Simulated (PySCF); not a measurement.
## Spinor energies of Ne⁺ (neon, charge +1)

Start: [He] 2s2 2p5; 2p1/2 filled at m_j = -1/2, +1/2; 2p3/2 filled at m_j = -1/2, +1/2, +3/2. Calculated with PySCF 2.14 in x2c-QZVPPall-2c (7s4p3d2f1g, 57 functions): generalised Hartree-Fock with the X2C-1e Hamiltonian and a Gaussian nucleus; one run each with spin-orbit coupling (SO) switched off, then screened by Boettger's factors.

```
spinor shell  electrons  ε, spin-free (eV)  ε, screened SO (eV)  weight of nominal j (screened SO)  rms radius, screened SO (bohr)
       1s1/2          2            -915.68              -915.67                              1.000                           0.183
       2s1/2          2            -71.440              -71.435                              1.000                           0.943
       2p1/2          2            -43.745              -43.733                              0.658                           0.991
       2p3/2          3            -43.745              -43.758                              0.772                           0.991
```

```
   quantity   spin-free  screened SO
E (hartree)  -127.95852   -127.95984
        M_J         3/2          3/2
       ⟨J²⟩       3.754        3.754
       ⟨L²⟩       2.002        2.002
       ⟨S²⟩       0.752        0.752
```

Each row is a mean over spinors that exchange with the open shell spreads, by up to 6.178 eV (2s1/2).

Rows whose weight is well below 1 are mixtures of j = l ± 1/2: exchange outweighs spin-orbit coupling there, and the label is only the starting occupation.

Without spin-orbit coupling the j labels of p, d and f shells carry no meaning; the spin-free column gives the mean over the occupied spinors of each nl shell.
